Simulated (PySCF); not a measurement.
Stepwise substitution at one centre (Ge OCH3-SiH3). Gas-phase values, no solvent. One relaxed conformer stands for each flexible species; it need not be the lowest. Strings in code marks are SMILES.

Calculation: PBE-D3(BJ)/def2-TZVP // r2SCAN-D4/def2-SVP (PySCF). All candidates: neutral, multiplicity 1. Excitations are Tamm–Dancoff values on a coarser integration grid. The basis has no diffuse functions, so Rydberg states are missing or too high.

| Item | Value |
|---|---|
| S1 excitation (TDA) | 4.99 eV |
| LUMO | -1.32 eV |
| HOMO | -6.18 eV |

Problem. Name which member has these values.
(A) `C[O][Ge]([SiH3])([SiH3])[SiH3]` (C–O–Ge–Si torsion 59°)
(B) `[SiH3][Ge]([SiH3])([SiH3])[SiH3]`
(C) `C[O][Ge]([SiH3])([SiH3])[O]C` (C–O–Ge–Si torsion 178°, Si–Ge–O–C torsion 47°)

Solution. C, `C[O][Ge]([SiH3])([SiH3])[O]C` (C–O–Ge–Si torsion 178°, Si–Ge–O–C torsion 47°). The others give `C[O][Ge]([SiH3])([SiH3])[SiH3]` (C–O–Ge–Si torsion 59°): 4.41 eV, -1.67 eV, -5.92 eV; `[SiH3][Ge]([SiH3])([SiH3])[SiH3]`: 5.92 eV, -1.11 eV, -6.88 eV
